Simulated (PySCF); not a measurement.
Si(I)(Me)(OH)2 (CH5IO2Si), SMILES C[Si](O)(O)I.

Coordinates come from a B3LYP-D3(BJ)/def2-SVP optimisation. This is a generated structure with no PubChem entry under its InChIKey; it may be hypothetical. The def2 effective core potentials stand for the cores of I; spin–orbit coupling is left out. Other conformers were not sampled.

Two levels are set side by side: TDA-PBE/def2-SVPD (PySCF) and TDA-ωB97X/def2-SVPD (PySCF). Vertical, same geometry. The lowest singlet is HOMO→LUMO 87 % with PBE and HOMO→LUMO 55 %, HOMO→LUMO+1 23 %, HOMO→LUMO+4 13 % with the other functional; states are paired by order. Differences are taken from unrounded values.

```tsv
quantity	TDA-ωB97X	TDA-PBE	TDA-PBE minus TDA-ωB97X
lowest singlet excitation (eV)	6.21	5.59	-0.62
lowest triplet excitation (TDA) (eV)	5.72	5.22	-0.50
first bright state (f over 0.05) (eV)	7.18	6.69	-0.49
its oscillator strength	0.12	0.09	-0.03
```

Functionals without exact exchange tend to place singlet excitations lower, as here. Differences between two approximate levels are no errors against the true value.

Rough cost on one machine, each run with all the roots and properties that it gave: TDA-ωB97X against TDA-PBE about 4 times.
